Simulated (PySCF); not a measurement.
# TDDFT excited states: C4H8F2Si

C₄H₈F₂Si.
SMILES with atom numbers: `[F:1][C@@H:2]1[CH2:3][CH2:4][C@@H:5]([F:6])[SiH2:7]1` (hydrogens: H8 on C2; H9, H10 on C3; H11, H12 on C4; H13 on C5; H14, H15 on Si7)

Theory: TDDFT CAM-B3LYP/def2-SVPD, vertical, gas phase, core orbitals frozen in the response (PySCF 2.14.0, density-fitted response routines). The structure is a single PBE0-D3(BJ)/def2-SVP conformer in the gas phase; no vibrational or solvent corrections.

Problem. What does the calculation give for the low-lying excited states?

Solution. 

```json
{"state": "S1", "E (eV)": "7.33", "λ (nm)": "169.3", "ν̃ (cm⁻¹)": "59080", "f": "0.014", "|μ| (D)": "0.70", "main configurations (H = HOMO, L = LUMO)": "H→L+2 (49%), H→L (44%)"}
{"state": "S2", "E (eV)": "7.78", "λ (nm)": "159.4", "ν̃ (cm⁻¹)": "62740", "f": "0.044", "|μ| (D)": "1.23", "main configurations (H = HOMO, L = LUMO)": "H→L (36%), H→L+2 (35%), H→L+1 (20%)"}
{"state": "S3", "E (eV)": "7.79", "λ (nm)": "159.2", "ν̃ (cm⁻¹)": "62820", "f": "0.019", "|μ| (D)": "0.79", "main configurations (H = HOMO, L = LUMO)": "H→L+1 (60%), H→L (12%), H→L+2 (10%)"}
{"state": "S4", "E (eV)": "7.85", "λ (nm)": "158.0", "ν̃ (cm⁻¹)": "63290", "f": "0.018", "|μ| (D)": "0.79", "main configurations (H = HOMO, L = LUMO)": "H-1→L (59%), H→L+5 (14%), H→L+3 (11%)"}
{"state": "S5", "E (eV)": "8.28", "λ (nm)": "149.8", "ν̃ (cm⁻¹)": "66770", "f": "0.016", "|μ| (D)": "0.72", "main configurations (H = HOMO, L = LUMO)": "H-1→L+2 (74%)"}
{"state": "S6", "E (eV)": "8.37", "λ (nm)": "148.2", "ν̃ (cm⁻¹)": "67490", "f": "0.042", "|μ| (D)": "1.16", "main configurations (H = HOMO, L = LUMO)": "H-1→L+1 (59%), H→L+4 (19%), H-1→L+3 (11%)"}
{"state": "S7", "E (eV)": "8.56", "λ (nm)": "144.8", "ν̃ (cm⁻¹)": "69070", "f": "0.130", "|μ| (D)": "2.00", "main configurations (H = HOMO, L = LUMO)": "H→L+5 (34%), H-1→L (25%), H→L+3 (24%)"}
{"state": "S8", "E (eV)": "8.74", "λ (nm)": "141.9", "ν̃ (cm⁻¹)": "70490", "f": "0.026", "|μ| (D)": "0.88", "main configurations (H = HOMO, L = LUMO)": "H→L+3 (39%), H→L+5 (28%), H→L+6 (14%)"}
{"state": "S9", "E (eV)": "8.80", "λ (nm)": "140.9", "ν̃ (cm⁻¹)": "70960", "f": "0.0038", "|μ| (D)": "0.34", "main configurations (H = HOMO, L = LUMO)": "H→L+4 (59%), H-1→L+1 (15%), H-4→L (13%)"}
{"state": "S10", "E (eV)": "8.87", "λ (nm)": "139.8", "ν̃ (cm⁻¹)": "71560", "f": "0.0023", "|μ| (D)": "0.26", "main configurations (H = HOMO, L = LUMO)": "H-4→L (56%), H-3→L (10%)"}
```

Triplets, Tamm–Dancoff:

```json
{"state": "T1", "E (eV)": "6.82", "λ (nm)": "181.7", "main configurations (H = HOMO, L = LUMO)": "H→L (54%), H→L+2 (33%)"}
{"state": "T2", "E (eV)": "7.07", "λ (nm)": "175.5", "main configurations (H = HOMO, L = LUMO)": "H→L+2 (56%), H→L (32%)"}
{"state": "T3", "E (eV)": "7.28", "λ (nm)": "170.4", "main configurations (H = HOMO, L = LUMO)": "H-1→L+2 (36%), H-1→L (32%), H→L+5 (9%)"}
{"state": "T4", "E (eV)": "7.55", "λ (nm)": "164.2", "main configurations (H = HOMO, L = LUMO)": "H→L+1 (54%), H→L+3 (18%), H→L+5 (12%)"}
```

The lowest singlet lies at 7.33 eV (169 nm, vacuum ultraviolet) and is weak; its leading configuration is HOMO→LUMO+2 (49%). The most intense listed level is S7 at 8.56 eV (145 nm, f = 0.130), 1.24 eV above S1. S2/S3 lie within about 0.01 eV of each other. Löwdin shares by element: HOMO carbon 38% or more, silicon 19%, fluorine 13% or more (atoms not listed hold the other 30%); LUMO (one of a set within 0.03 eV) silicon 31%, hydrogen 21% or more, carbon 10% or more (atoms not listed hold the other 38%). The listed states span 1.55 eV, and the widest gap between neighbours is 0.45 eV (S1 to S2). The oscillator strengths of these states sum to 0.315; summed over the whole spectrum of an exact calculation they would give the number of electrons, 64 (Thomas–Reiche–Kuhn). Weighted by f, the mean energy of these states is 8.29 eV. No computed singlet lies in the visible range (380 to 750 nm); the lowest, at 169 nm, stands 4.06 eV above its violet end (3.26 eV). The vertical ionisation energy (ΔSCF) is 10.30 eV, 1.43 eV above S10. Singlets were solved by full linear response, triplets in the Tamm–Dancoff approximation.

Without π bonds the low states are Rydberg-like; a valence basis with one diffuse set may place them up to an eV too high.
